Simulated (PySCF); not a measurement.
**A small calculation by hand: refractive index and permittivity of the vapour**

Ga(H)(F)(OH) (FGaH₂O), SMILES [OH][GaH][F].

The structure is a stationary point at B3LYP-D3(BJ)/def2-TZVP. One conformer was computed; it need not be the lowest.

HF/def2-TZVPD run with PySCF gives a mean static polarisability of 27.3 bohr³ and a dipole moment of 1.02 D. Take an ideal gas at 298.15 K and 0.01 bar, whether or not the substance is that volatile.

### Question
Work out n − 1 in the optical limit and the static ε − 1.

### Answer

Polarisability volume α' = 27.3 × 0.148185 = 4.05 Å³. Number density N = p/kT = 2.43e-7 Å⁻³.
Dilute limit of Lorentz–Lorenz: n − 1 = 2π N α' = 6.2e-6.
Orientation term of Debye: μ²/(3kT) = 8.098 Å³ × μ²(D²) = 8.42 Å³.
ε − 1 = 4π N (α' + μ²/3kT) = 3.8e-5. Orientation of the dipole supplies 68 % of the static response; it can't follow optical fields. Vibrational polarisation and dispersion are left out.
